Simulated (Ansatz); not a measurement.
System: sum formula ZnHS, charge 0, multiplicity 2. The spin state was set by rule; other spins were not relaxed. 
Geometry from a B3LYP-D3(BJ)/def2-TZVP (Ansatz, a first-principles code) optimisation:
```
S
H 1 1.3462
Zn 1 2.2848 2 91.44
```
Charge 0, spin multiplicity 2.

Computed values are from Ansatz. Valence correlation only, unless marked. UHF or UKS for open shells. Spin-orbit coupling is left out. Frozen are the shells of the preceding noble gas and the d and f shells that filled before the atom's block. No relativistic terms. CBS marks a two-point X^-3 extrapolation of the correlation energy; Hartree-Fock from the larger set. [CCSD(T)-MP2]/basis is that difference in the basis named.

```
Item                                                                                            Result
---------------------  -------------------------------------------------------------------------------
atomisation energy De  117.3 kcal/mol at RI-MP2/CBS(def2-TZVPPD,def2-QZVPPD)+[CCSD(T)-MP2]/def2-TZVPPD
total energy            -2176.7369 Eh at RI-MP2/CBS(def2-TZVPPD,def2-QZVPPD)+[CCSD(T)-MP2]/def2-TZVPPD
dipole moment                                                              2.27 D at CCSD(T)/def2-SVPD
T1 diagnostic                                                                0.019 at CCSD/def2-TZVPPD
```
